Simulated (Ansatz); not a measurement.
Born–Oppenheimer molecular dynamics of F₃H₅OSi₂ (11 atoms, charge 0, multiplicity 1). It starts at the highest image of a converged band. Of that band: Neighbouring images differ by up to 1.7 eV, so the band resolves the path poorly. A vibrational analysis at the climbing image gives one clearly imaginary mode, 1089i cm⁻¹: a first-order saddle point.

Method: RKS PBE/def2-SVP (Ansatz).

| Item | Value |
| --- | --- |
| ensemble | NVE (velocity Verlet) |
| time step | 0.5 fs |
| steps asked | 200 |
| starting velocities drawn for | 300 K |
| seed | 6534 |

First frame:

```xyz
11
Properties=species:S:1:pos:R:3
Si 0.100 -0.278 0.047
O -0.153 -0.700 1.796
Si -1.381 -0.336 2.977
H -2.693 -0.833 2.464
H -0.956 -1.080 4.204
H -1.388 1.141 3.208
F 1.179 0.868 -0.356
F -1.262 0.656 0.077
F -0.350 -1.319 -1.120
H 1.348 -1.314 0.492
H 0.793 -1.274 1.494
```

**Question.** How far do the bonds stretch over the last three quarters of this one trajectory? (Pairs bonded in most of those frames.)

**Answer.** 
| bond | mean (Å) | spread (Å) | shortest | longest |
| --- | --- | --- | --- | --- |
| Si1–O2 | 1.634 | 0.038 | 1.58 | 1.70 |
| Si1–F7 | 1.620 | 0.025 | 1.58 | 1.67 |
| Si1–F8 | 1.626 | 0.031 | 1.58 | 1.67 |
| Si1–F9 | 1.616 | 0.026 | 1.57 | 1.66 |
| O2–Si3 | 1.687 | 0.032 | 1.61 | 1.72 |
| Si3–H4 | 1.505 | 0.015 | 1.48 | 1.53 |
| Si3–H5 | 1.502 | 0.044 | 1.44 | 1.56 |
| Si3–H6 | 1.510 | 0.053 | 1.43 | 1.58 |
| H10–H11 | 0.778 | 0.051 | 0.70 | 0.85 |

Mean temperature of the second half: 1266 K. The conserved energy stayed within 0.24 meV per atom of its start (net change -0.17 meV per atom), so the integration is sound. The kinetic energy rose, since the run started high on the potential surface and went downhill. It ends in pieces (F3H3OSi2 + H2), so much of that is their flight and rotation, not heat. A run of 0.1 ps of so small a system gives no equilibrium averages. The orbitals stay closed-shell, which can raise the energy where a bond breaks towards radicals; this wasn't checked here.

Run time: 3.1 min on 4 threads of Arm Neoverse V2, on a shared host, peak memory 0.16 GiB.
